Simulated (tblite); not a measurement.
Record of a relaxation.

Species: C₆H₁₄BN.
Bonds: C1–C2, C2–C3 (double), C3–C4, C4–N5, N5–C6, N5–C7, N5–B8, C2–B8. Hydrogens: H9, H10, H11 on C1; H12 on C3; H13, H14 on C4; H15, H16, H17 on C6; H18, H19, H20 on C7; H21, H22 on B8.
Bond orders are those of one Lewis drawing.

Computed with GFN2-xTB (tblite), gas phase: L-BFGS steps from a force-field or distance-geometry start until the largest atomic force falls under 0.01 eV/Å. 7 of its 110 geometries are shown.

Step 0: E = -656.0666 eV, largest atomic force 2.449 eV/Å
```
atom  x, y, z in Å  |  force x, y, z in eV/Å
C1      2.793   -0.218    0.767    0.102  -1.144  -0.894
C2      1.436    0.106    0.183    1.333  -0.299   0.942
C3      0.956    1.316    0.027    0.196   1.172   0.083
C4     -0.417    1.281   -0.583    0.165   0.869   0.401
N5     -0.916   -0.029   -0.216   -0.834  -0.164  -0.898
C6     -1.537   -0.076    1.083   -0.985   0.081   0.974
C7     -1.831   -0.560   -1.229    0.744  -0.937   0.092
B8      0.347   -0.888   -0.321    1.542  -1.858   0.407
H9      2.871   -1.333    0.883   -0.106   0.954   0.029
H10     3.588    0.047    0.028   -0.492   0.096   0.756
H11     2.956    0.238    1.740    0.110   0.168  -0.202
H12     1.482    2.222    0.295   -0.290   0.232  -0.174
H13    -0.369    1.300   -1.672    0.077   0.297  -0.088
H14    -1.061    2.080   -0.209   -0.168   0.143  -0.149
H15    -1.461   -1.098    1.522    0.072   0.803  -0.321
H16    -1.140    0.670    1.810    0.053  -0.645  -0.673
H17    -2.611    0.146    0.941    0.229   0.025   0.332
H18    -1.216   -0.651   -2.151   -0.906   0.154   0.400
H19    -2.054   -1.597   -0.891   -0.286   0.695  -0.437
H20    -2.710    0.059   -1.347   -0.264  -0.021  -0.127
H21     0.244   -1.846    0.375   -0.104  -0.361  -0.062
H22     0.639   -1.148   -1.438   -0.187  -0.258  -0.390
```

Step 18: E = -656.6388 eV, largest atomic force 0.156 eV/Å
```
atom  x, y, z in Å  |  force x, y, z in eV/Å
C1      2.849   -0.194    0.795   -0.082   0.050  -0.043
C2      1.479    0.086    0.246   -0.040  -0.016   0.007
C3      0.955    1.297    0.076    0.014  -0.014  -0.038
C4     -0.410    1.260   -0.564    0.023   0.009  -0.012
N5     -0.925   -0.096   -0.291    0.077   0.016   0.026
C6     -1.541   -0.078    1.036    0.030  -0.036  -0.021
C7     -1.904   -0.555   -1.269    0.039   0.029   0.021
B8      0.449   -1.027   -0.280    0.102   0.048   0.039
H9      2.973   -1.263    0.959   -0.023   0.067   0.011
H10     3.605    0.128    0.078    0.006   0.003   0.032
H11     3.035    0.330    1.736   -0.067   0.008  -0.095
H12     1.405    2.257    0.294   -0.008  -0.032   0.019
H13    -0.325    1.399   -1.647    0.001  -0.015  -0.016
H14    -1.101    2.015   -0.171    0.018   0.061  -0.069
H15    -1.546   -1.079    1.456   -0.105  -0.078  -0.012
H16    -0.951    0.560    1.690    0.027  -0.073   0.051
H17    -2.563    0.304    0.976    0.000   0.055   0.080
H18    -1.453   -0.596   -2.257    0.058   0.014  -0.012
H19    -2.225   -1.560   -1.001   -0.001  -0.016   0.010
H20    -2.779    0.102   -1.304    0.021   0.024   0.026
H21     0.275   -1.948    0.454   -0.010  -0.034  -0.117
H22     0.688   -1.323   -1.415   -0.081  -0.070   0.113
```

Step 36: E = -656.6975 eV, largest atomic force 0.066 eV/Å
```
atom  x, y, z in Å  |  force x, y, z in eV/Å
C1      2.846   -0.138    0.800   -0.036   0.009  -0.012
C2      1.480    0.073    0.224   -0.040   0.027  -0.008
C3      0.950    1.282    0.060   -0.018   0.025  -0.023
C4     -0.407    1.240   -0.582    0.009   0.009   0.018
N5     -0.925   -0.110   -0.289    0.052  -0.013  -0.027
C6     -1.520   -0.119    1.045    0.014   0.015  -0.044
C7     -1.914   -0.530   -1.271    0.010  -0.009   0.012
B8      0.449   -1.052   -0.273    0.006  -0.010   0.009
H9      3.007   -1.185    1.044   -0.012   0.004  -0.007
H10     3.605    0.171    0.081    0.016  -0.042  -0.002
H11     2.981    0.462    1.700    0.037   0.001   0.022
H12     1.399    2.237    0.295   -0.002  -0.012   0.000
H13    -0.303    1.344   -1.670   -0.045   0.010   0.047
H14    -1.098    2.014   -0.224    0.023  -0.009  -0.012
H15    -1.771   -1.140    1.325   -0.022   0.034  -0.004
H16    -0.792    0.269    1.755    0.001  -0.033  -0.007
H17    -2.421    0.500    1.075   -0.013   0.010   0.005
H18    -1.460   -0.544   -2.260   -0.002  -0.032   0.004
H19    -2.260   -1.534   -1.034    0.020  -0.033   0.002
H20    -2.773    0.147   -1.283   -0.017   0.026   0.017
H21     0.273   -1.958    0.477   -0.006  -0.013  -0.008
H22     0.643   -1.406   -1.396    0.024   0.037   0.017
```

Step 54: E = -656.7046 eV, largest atomic force 0.040 eV/Å
```
atom  x, y, z in Å  |  force x, y, z in eV/Å
C1      2.839   -0.140    0.804    0.008  -0.003   0.000
C2      1.475    0.089    0.233    0.004   0.002  -0.009
C3      0.948    1.297    0.055   -0.011  -0.005   0.010
C4     -0.413    1.247   -0.577   -0.004   0.005   0.000
N5     -0.920   -0.109   -0.289    0.008  -0.004  -0.033
C6     -1.520   -0.118    1.041    0.014  -0.004  -0.037
C7     -1.906   -0.545   -1.267   -0.004  -0.006  -0.008
B8      0.457   -1.040   -0.274   -0.016  -0.005  -0.003
H9      2.968   -1.185    1.075   -0.014  -0.005   0.015
H10     3.600    0.112    0.065    0.008  -0.004   0.000
H11     3.010    0.479    1.685    0.018   0.021  -0.010
H12     1.395    2.256    0.279    0.000  -0.013   0.008
H13    -0.328    1.365   -1.664   -0.006  -0.008   0.008
H14    -1.106    2.012   -0.205    0.004   0.012   0.000
H15    -1.838   -1.127    1.291   -0.001  -0.007   0.015
H16    -0.774    0.202    1.764   -0.004   0.010   0.005
H17    -2.383    0.554    1.082   -0.010  -0.001   0.022
H18    -1.455   -0.567   -2.257   -0.001   0.010   0.010
H19    -2.237   -1.553   -1.021    0.008  -0.002  -0.003
H20    -2.774    0.122   -1.279    0.008   0.000   0.000
H21     0.278   -1.960    0.458    0.000  -0.004   0.010
H22     0.673   -1.372   -1.399   -0.010   0.010  -0.002
```

Step 73: E = -656.7233 eV, largest atomic force 0.083 eV/Å
```
atom  x, y, z in Å  |  force x, y, z in eV/Å
C1      2.835   -0.143    0.803    0.000   0.013  -0.020
C2      1.475    0.099    0.231   -0.039  -0.021   0.042
C3      0.930    1.305    0.096    0.030   0.004  -0.026
C4     -0.426    1.264   -0.554    0.032   0.008   0.017
N5     -0.922   -0.100   -0.297    0.038  -0.005  -0.001
C6     -1.516   -0.128    1.037   -0.006  -0.037  -0.029
C7     -1.892   -0.551   -1.287    0.024   0.018   0.049
B8      0.464   -1.025   -0.301   -0.066  -0.008  -0.010
H9      2.850   -1.068    1.377   -0.024   0.053  -0.011
H10     3.553   -0.252   -0.012   -0.013  -0.025   0.012
H11     3.165    0.681    1.436   -0.004   0.005  -0.015
H12     1.356    2.258    0.376    0.019  -0.011  -0.032
H13    -0.341    1.405   -1.638    0.037   0.012   0.035
H14    -1.116    2.023   -0.163   -0.023  -0.030  -0.029
H15    -1.837   -1.137    1.277   -0.020  -0.052   0.001
H16    -0.762    0.176    1.761   -0.032   0.020  -0.023
H17    -2.375    0.547    1.095    0.002  -0.011   0.013
H18    -1.442   -0.501   -2.278   -0.065   0.006   0.052
H19    -2.148   -1.590   -1.080   -0.011   0.034  -0.017
H20    -2.804    0.055   -1.262    0.051   0.004  -0.017
H21     0.276   -1.956    0.414    0.040  -0.004   0.027
H22     0.666   -1.342   -1.432    0.030   0.024  -0.019
```

Step 91: E = -656.7425 eV, largest atomic force 0.033 eV/Å
```
atom  x, y, z in Å  |  force x, y, z in eV/Å
C1      2.836   -0.134    0.803   -0.001   0.002   0.002
C2      1.476    0.108    0.240   -0.014  -0.007  -0.020
C3      0.929    1.312    0.113   -0.005   0.001  -0.006
C4     -0.431    1.268   -0.527    0.000  -0.003  -0.015
N5     -0.917   -0.106   -0.294   -0.004  -0.002  -0.005
C6     -1.522   -0.172    1.032    0.002  -0.004   0.000
C7     -1.890   -0.528   -1.292    0.012   0.002  -0.001
B8      0.475   -1.016   -0.315   -0.004  -0.019  -0.001
H9      2.777   -0.847    1.626    0.009   0.021  -0.013
H10     3.468   -0.579    0.034    0.003   0.001   0.022
H11     3.304    0.786    1.157   -0.008  -0.018  -0.008
H12     1.363    2.265    0.382   -0.008   0.007  -0.005
H13    -0.343    1.422   -1.608    0.018   0.022  -0.016
H14    -1.135    2.012   -0.134    0.007  -0.017   0.017
H15    -1.825   -1.193    1.251    0.003  -0.002  -0.008
H16    -0.785    0.139    1.769    0.005  -0.002   0.003
H17    -2.395    0.486    1.092   -0.007  -0.019   0.016
H18    -1.452   -0.444   -2.285   -0.008  -0.005   0.002
H19    -2.148   -1.573   -1.124   -0.006   0.023   0.015
H20    -2.799    0.080   -1.244    0.024  -0.002  -0.004
H21     0.315   -1.970    0.378   -0.024   0.005   0.008
H22     0.690   -1.297   -1.455    0.006   0.016   0.014
```

Step 109: E = -656.7446 eV, largest atomic force 0.008 eV/Å
```
atom  x, y, z in Å  |  force x, y, z in eV/Å
C1      2.835   -0.130    0.804   -0.007   0.000   0.002
C2      1.476    0.107    0.235   -0.003   0.003  -0.005
C3      0.930    1.312    0.109    0.001  -0.006   0.001
C4     -0.433    1.271   -0.520    0.002  -0.001  -0.003
N5     -0.915   -0.106   -0.298    0.001   0.000   0.001
C6     -1.517   -0.188    1.030   -0.003   0.000   0.000
C7     -1.890   -0.519   -1.298    0.002   0.003   0.002
B8      0.475   -1.017   -0.320   -0.001   0.000   0.000
H9      2.763   -0.769    1.684   -0.001  -0.007   0.004
H10     3.450   -0.655    0.074    0.001   0.001  -0.005
H11     3.330    0.800    1.081    0.002   0.004  -0.001
H12     1.368    2.264    0.373   -0.003   0.003   0.001
H13    -0.355    1.443   -1.600   -0.001   0.001  -0.004
H14    -1.135    2.007   -0.108    0.002  -0.005   0.002
H15    -1.804   -1.216    1.239    0.002  -0.003   0.002
H16    -0.783    0.126    1.767   -0.001  -0.001  -0.002
H17    -2.401    0.454    1.099   -0.003   0.004   0.002
H18    -1.446   -0.454   -2.288    0.002  -0.006   0.003
H19    -2.172   -1.555   -1.117   -0.002   0.003  -0.002
H20    -2.786    0.109   -1.261    0.003   0.004  -0.001
H21     0.307   -1.970    0.371    0.006   0.000   0.001
H22     0.694   -1.293   -1.459    0.000   0.002   0.002
```

**Question.** Summarise the path.

**Answer.** The energy falls by 0.6780 eV from step 0 to step 109; nine tenths of that is first reached at step 26. It rises by more than 0.2 meV at step 67. The largest force goes from 2.449 to 0.008 eV/Å. Among the bonds N5–B8 changes most, from 1.532 to 1.662 Å; the atoms move by 0.403 Å rms after alignment.

**Question.** Follow the three bonds and two angles with the largest change from start to end.

**Answer.** 
```tsv
step	E above end (eV)	largest force (eV/Å)	N5–B8 (Å)	C2–B8 (Å)	C1–H9 (Å)	C7–N5–B8 (°)	C2–B8–H22 (°)
0	0.6780	2.449	1.532	1.558	1.124	105.4	105.8
5	0.2395	0.404	1.660	1.579	1.088	106.4	110.3
9	0.1706	0.275	1.648	1.606	1.090	107.9	109.9
14	0.1330	0.271	1.667	1.591	1.088	111.0	112.2
19	0.1018	0.137	1.660	1.604	1.087	112.8	110.7
24	0.0747	0.175	1.656	1.597	1.089	114.1	112.6
28	0.0602	0.118	1.668	1.607	1.085	114.0	112.8
33	0.0503	0.097	1.665	1.604	1.088	113.9	113.4
38	0.0453	0.069	1.665	1.604	1.087	113.8	113.0
43	0.0424	0.061	1.662	1.605	1.087	113.8	112.4
47	0.0409	0.036	1.662	1.604	1.087	113.6	112.2
52	0.0403	0.025	1.661	1.604	1.087	113.6	112.2
57	0.0391	0.053	1.660	1.602	1.087	113.3	112.4
62	0.0362	0.048	1.663	1.601	1.088	112.7	112.6
66	0.0313	0.087	1.663	1.604	1.087	111.8	113.3
71	0.0252	0.230	1.667	1.604	1.095	112.0	113.4
76	0.0135	0.080	1.662	1.607	1.089	113.0	112.8
81	0.0076	0.067	1.661	1.603	1.090	113.3	112.2
85	0.0057	0.052	1.662	1.604	1.090	113.5	112.0
90	0.0027	0.042	1.662	1.604	1.090	113.1	112.5
95	0.0010	0.025	1.663	1.604	1.090	113.3	112.1
100	0.0004	0.024	1.662	1.605	1.090	113.3	112.2
104	0.0001	0.010	1.661	1.604	1.090	113.3	112.1
109	0.0000	0.008	1.662	1.605	1.090	113.3	112.2
```

What follows is the cost of the whole relaxation. On Intel Xeon at 2.50 GHz, one thread (shared host), this took 2.5 s of wall time.
